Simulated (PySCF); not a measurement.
C₇H₁₁ClO.
Atom-mapped SMILES: `[CH3:1]/[CH:2]=[C:3](\[C:4](=[O:5])[Cl:6])[CH:7]([CH3:8])[CH3:9]` (hydrogens: H10, H11, H12 on C1; H13 on C2; H14 on C7; H15, H16, H17 on C8; H18, H19, H20 on C9)

Computed with PySCF at PBE0/pcSseg-1, non-relativistic, on one gas-phase PBE0-D3(BJ)/def2-SVP geometry that isn't relaxed in the solvent. The solvent is an IEF-PCM continuum (van der Waals radii × 1.2). Specific hydrogen bonds and non-electrostatic terms are outside this model.

Gas phase at PBE0/pcSseg-1: HOMO -7.63 eV, LUMO -1.51 eV, dipole 3.22 D.

Question: What does the continuum do to the energy, the frontier levels and the dipole at PBE0/pcSseg-1 in benzene and water?

Answer: 
```
solvent      ε  E(solvent) − E(gas) (kcal/mol)  polarisation term (kcal/mol)  distortion of the solute (kcal/mol)  HOMO (eV)  LUMO (eV)  dipole (D)
benzene  2.271                           -1.79                         -1.92                                 0.13      -7.55      -1.51        3.66
  water  78.36                           -4.05                         -4.80                                 0.75      -7.49      -1.55        4.28
```

The first energy column is the sum of the next two and covers electrostatics alone. From benzene to water the lowering changes by a factor 2.26, Onsager's factor (ε − 1)/(2ε + 1) by 2.14 and ε itself by 34.5.

Question: Which radius a makes the point-dipole formula ΔE = −[(ε − 1)/(2ε + 1)]·μ²/a³ give the value in water, with the gas-phase dipole?

Answer: μ = 1.267 au and |ΔE| = 0.00645 Eh give a = 2.62 Å; the farthest nucleus lies 3.61 Å from the centroid of the nuclei, so such a sphere wouldn't even hold the nuclei. The formula assumes a rigid point dipole at the centre of a sphere.

Question: Which Hirshfeld charges (PBE0/pcSseg-1) respond most in benzene (means over atoms taken as equivalent)?

Answer: 
```json
{"atoms": "O5", "environment": "carbonyl oxygen", "gas (e)": "-0.180", "solvent (e)": "-0.191", "change": "-0.011"}
{"atoms": "Cl6", "environment": "chlorine bonded to C", "gas (e)": "-0.062", "solvent (e)": "-0.068", "change": "-0.006"}
{"atoms": "H13", "environment": "vinylic hydrogen", "gas (e)": "+0.051", "solvent (e)": "+0.056", "change": "+0.005"}
{"atoms": "H14", "environment": "methine hydrogen", "gas (e)": "+0.042", "solvent (e)": "+0.045", "change": "+0.003"}
{"atoms": "C2", "environment": "alkene CH carbon", "gas (e)": "-0.021", "solvent (e)": "-0.017", "change": "+0.004"}
{"atoms": "C3", "environment": "fully substituted alkene carbon", "gas (e)": "-0.013", "solvent (e)": "-0.015", "change": "-0.002"}
{"atoms": "H10/H11/H12", "environment": "methyl hydrogen", "gas (e)": "+0.045", "solvent (e)": "+0.047", "change": "+0.002"}
{"atoms": "C4", "environment": "acyl halide carbon", "gas (e)": "+0.191", "solvent (e)": "+0.192", "change": "+0.001"}
```

Shape of the structure used: `[CH3:1]/[CH:2]=[C:3](\[C:4](=[O:5])[Cl:6])[CH:7]([CH3:8])[CH3:9]`: C2–C3–C4–O5 -124°, C2–C3–C7–C8 -127°.
